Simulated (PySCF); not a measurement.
PBE on Rh(2+) (rhodium, charge +2)

Configuration: [Kr] 4d6 5p1, one real determinant (an excited configuration). Calculation: PySCF 2.14, in aug-cc-pVDZ-PP with ECP28MDF; scalar relativity through the core potential.

* Total energy: -108.7716 hartree
* One-electron energy: -177.7071 hartree
* Hartree (Coulomb) energy: 79.4902 hartree
* Exchange-correlation energy: -10.5547 hartree
* ⟨S²⟩: 8.7504
* ⟨L²⟩: 8.008
* Sum of ⟨r⟩: 19.95 bohr
* Sum of ⟨r²⟩: 34.06 bohr²
* Traceless quadrupole moment −½Σ⟨3z² − r²⟩ along its main axis: -3.55 e·bohr²

```tsv
shell	electrons	mean orbital energy (hartree)	spread (hartree)	rms radius, mean of both spins (bohr)
4s α	1	-4.08391	0	1.04
4s β	1	-3.95350	0	1.04
4p α	3	-2.88554	0.04394	1.15
4p β	3	-2.75270	0.00294	1.15
4d α	5	-1.16443	0.05010	1.51
4d β	1	-1.05916	0	1.51
5p α	1	-0.61478	0	3.20
```

⟨L²⟩ = 8.01 against 12 for a pure F term, so this real determinant mixes terms. Energies and moments cover only the electrons outside the core potential.
